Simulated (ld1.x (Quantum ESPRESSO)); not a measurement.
**u(r) = r·R(r): atom against pseudo-atom (F (Z = 9))**

Columns: radius, all-electron u(r) and pseudo u(r) of the 2s shell (level -30.48 eV) of fluorine in the configuration [He] 2s1 2p6; BP86, scalar-relativistic, PAW scheme, ld1.x (Quantum ESPRESSO) 7.5.

| r (bohr) | all-electron | pseudo |
| --- | --- | --- |
| 0.055 | 0.4002 | -0.1420 |
| 0.110 | 0.4388 | -0.2808 |
| 0.165 | 0.3029 | -0.4132 |
| 0.220 | 0.0950 | -0.5366 |
| 0.275 | -0.1293 | -0.6486 |
| 0.330 | -0.3409 | -0.7474 |
| 0.385 | -0.5262 | -0.8317 |
| 0.440 | -0.6800 | -0.9012 |
| 0.495 | -0.8016 | -0.9556 |
| 0.550 | -0.8930 | -0.9956 |
| 0.605 | -0.9573 | -1.0222 |
| 0.660 | -0.9984 | -1.0366 |
| 0.715 | -1.0200 | -1.0403 |
| 0.770 | -1.0255 | -1.0347 |
| 0.825 | -1.0181 | -1.0213 |
| 0.880 | -1.0007 | -1.0013 |
| 0.935 | -0.9754 | -0.9754 |
| 0.990 | -0.9444 | -0.9444 |
| 1.045 | -0.9092 | -0.9092 |
| 1.100 | -0.8711 | -0.8711 |
| 1.155 | -0.8312 | -0.8312 |
| 1.210 | -0.7905 | -0.7905 |
| 1.265 | -0.7494 | -0.7494 |
| 1.320 | -0.7087 | -0.7087 |
| 1.375 | -0.6687 | -0.6687 |
| 1.430 | -0.6297 | -0.6297 |

(1) How many radial nodes do the two functions have?

(2) At about which radius was the pseudo-wave matched?

(3) Where does each function peak?

(4) Is the pseudo-wave norm-conserving?

## Answers

(1) The all-electron 2s function has n − l − 1 = 1; the pseudo-wave has 0, since the states of the same l below it are removed with the core.

(2) 0.95 bohr, where the columns begin to agree (steps of 0.06 bohr).

(3) Outermost all-electron maximum near 0.77 bohr, pseudo maximum near 0.71 bohr (to the table’s step).

(4) No, it belongs to a PAW set: the norm inside the radius is not constrained, and the difference is carried by the augmentation charge.
